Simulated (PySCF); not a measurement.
Ta(S)(OH)(NH2)2 (H₅N₂OSTa), SMILES [NH2][Ta]([NH2])([OH])=[S], multiplicity 1. Geometry: PBE-D3(BJ)/def2-SVP. The spin state was assumed, not searched. The structure was generated by enumeration; whether it is a known compound was not checked. The def2 effective core potentials stand for the cores of Ta; spin–orbit coupling is left out. The values are those of a single conformer.

Computed with PBE-D3(BJ)/def2-SVP (PySCF 2.14.0).

Harmonic wavenumbers (cm⁻¹): 111, 137, 137, 180, 190, 212, 255, 312, 413, 453, 465, 497, 536, 578, 650, 663, 687, 1451, 1454, 3462, 3465, 3560, 3560, 3786. Rotational constants (GHz): 2.805, 1.927, 1.882; symmetry number 1.

### Question
Work out the zero-point energy and the ideal-gas rigid-rotor harmonic-oscillator thermochemistry at 298.15 K and 1 atm.

### Answer
ZPE = ½ Σ hcν = ½ × 27215 cm⁻¹ = 38.91 kcal/mol. H − E(el) = 45.32 kcal/mol. Entropy in cal/(mol K): translation 42.59, rotation 27.85, vibration 23.83, total 94.27. G − E(el) = 17.21 kcal/mol. Cp = 33.16 cal/(mol K). Modes under 150 cm⁻¹ make the vibrational entropy uncertain.
